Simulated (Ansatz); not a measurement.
Reaction: CH5GeO (SMILES C[O][GeH2], doublet) → CH5GeO (SMILES [CH3][GeH][OH], doublet)
Each species at its own B3LYP-D3(BJ)/def2-TZVP minimum (Ansatz, a quantum-chemistry and plane-wave program), one conformer.

Total energies in hartree (Ansatz). UHF or UKS for unpaired electrons; spin-orbit terms are left out. Cores are frozen in correlated methods (noble-gas shells, and filled d and f shells in the p block). No relativity.

```tsv
species	HF/cc-pVTZ	CCSD(T)/cc-pVTZ	HF/cc-pVQZ	CCSD(T)/cc-pVQZ	CCSD(T)/cc-pVDZ	CCSDT(Q)/cc-pVDZ
1: CH5GeO (SMILES C[O][GeH2], doublet)	-2191.05911	-2191.63036	-2191.07235	-2191.67765	-2191.40769	-2191.40970
2: CH5GeO (SMILES [CH3][GeH][OH], doublet)	-2191.08747	-2191.66322	-2191.10095	-2191.71139	-2191.43429	-2191.43638
```

Problem. Work out the isomerisation energy (electronic) in kcal/mol: take Hartree-Fock from cc-pVQZ, extrapolate the CCSD(T) correlation energy as X^-3 (X = 3, 4), and add CCSDT(Q) - CCSD(T) in cc-pVDZ. 1 hartree = 627.51 kcal/mol.

Solution. 
Species 1: correlation (64·(-0.60530) - 27·(-0.57125))/37 = -0.63015; step -0.00201; E1 = -2191.07235 + (-0.63015) + (-0.00201) = -2191.70451
Species 2: correlation (64·(-0.61044) - 27·(-0.57575))/37 = -0.63575; step -0.00209; E2 = -2191.10095 + (-0.63575) + (-0.00209) = -2191.73879
-1·E1 +1·E2 = -0.03428 hartree = -21.5 kcal/mol.
